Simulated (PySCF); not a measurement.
C$_{2}$H$_{6}$BFO, singlet, at a GFN2-xTB geometry. Base run: PBE/6-31G in PySCF.

Here is a job for PySCF.
```python
from pyscf import gto, scf, dft, solvent

mol = gto.Mole()
mol.atom = '''
    B     0.185691    0.271079    0.529985
    F     0.688120    0.130659    1.757911
    C    -0.041960   -1.039827   -0.350507
    C    -0.621204   -0.786094   -1.744513
    H    -0.700787   -1.721309    0.192832
    H     0.908250   -1.570142   -0.448248
    H     0.042300   -0.150003   -2.328314
    H    -1.595059   -0.303831   -1.675950
    H    -0.748234   -1.721813   -2.283986
    O    -0.076422    1.529078    0.168746
    H    -0.437638    1.658679   -0.707305
'''
mol.basis = '6-31g'
mol.charge = 0
mol.spin = 0
mol.verbose = 4
mol.build()

mf = dft.RKS(mol)
mf.xc = 'pbe'
mf.kernel()
```

Base: dipole (D) 3.17; HOMO-LUMO gap (eV) 7.39.

A changed run: ΔE vs base (kcal/mol) -6.12; dipole (D) 3.69; HOMO-LUMO gap (eV) 7.34.

Problem. Name the change that produced these shifts.
A) model = IEF-PCM; solvent = toluene
B) model = IEF-PCM; solvent = tetrahydrofuran; vdw_scale = 1.0
C) model = IEF-PCM; solvent = chloroform
D) model = IEF-PCM; solvent = tetrahydrofuran; vdw_scale = 1.4
E) model = IEF-PCM; solvent = 2-propanol

Solution. E, model = IEF-PCM; solvent = 2-propanol

The base is the gas phase, so ΔE is the electrostatic part of solvation at a fixed geometry, without cavity and dispersion terms.
